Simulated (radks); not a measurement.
Results of a calculation; reference values are marked as such.
Tb+, configuration [Xe] 4f9 6s1. Level of theory: scalar-relativistic Kohn-Sham, PBE, spin-polarised, spherical densities, finite nucleus; open shells are filled with parallel spins first (spin-orbit coupling, left out, can overturn this in heavy ions); Fermi nuclear charge, rms radius 5.06 fm (a radial shooting solver on a logarithmic mesh with Libxc functionals).

Radial electron density D(r) = 4 pi r^2 rho(r):

r (bohr),D(r) (e/bohr),spin D(r)
0.001667,9.919,0.000473
0.001941,12.51,0.000593
0.00226,15.68,0.000739
0.002631,19.52,0.000914
0.003062,24.10,0.00112
0.003565,29.50,0.00135
0.004184,36.06,0.00163
0.00487,43.08,0.00191
0.00567,50.73,0.00219
0.006601,58.74,0.00245
0.007684,66.72,0.00265
0.008946,74.14,0.00275
0.01041,80.38,0.00271
0.01222,84.95,0.00247
0.01423,86.90,0.00202
0.01656,86.36,0.00137
0.01928,83.76,0.000612
0.02245,80.17,-0.0000959
0.02613,77.33,-0.000523
0.03042,77.19,-0.000421
0.0357,81.60,0.000410
0.04156,90.27,0.00175
0.04838,101.4,0.00310
0.05633,111.3,0.00365
0.06557,115.7,0.00287
0.07634,112.3,0.00173
0.08887,102.5,0.00448
0.1043,91.29,0.0221
0.1214,86.85,0.0702
0.1413,91.12,0.174
0.1645,99.45,0.368
0.1916,102.2,0.696
0.223,92.33,1.21
0.2596,72.21,1.94
0.3047,51.90,2.95
0.3547,43.82,4.04
0.4129,46.83,5.05
0.4807,51.98,5.74
0.5596,50.62,5.93
0.6514,41.56,5.62
0.7584,29.86,4.96
0.89,20.23,4.04
1.036,15.06,3.09
1.206,12.17,2.16
1.404,9.725,1.35
1.635,7.060,0.756
1.903,4.504,0.433
2.215,2.555,0.333
2.6,1.330,0.351
3.027,0.7597,0.380
3.523,0.4869,0.361
4.102,0.3191,0.283
4.775,0.1880,0.178
5.559,0.09262,0.0901
6.472,0.03643,0.0358
7.595,0.01009,0.00995
8.841,0.002116,0.00209
10.29,0.0003041,0.000300

D(r) has 4 maxima, at r = 0.0148, 0.0661, 0.186, 0.508 bohr, and minima at 0.0285, 0.121, 0.363 bohr, inside which lie 1.94, 11.15, 29.44 electrons.
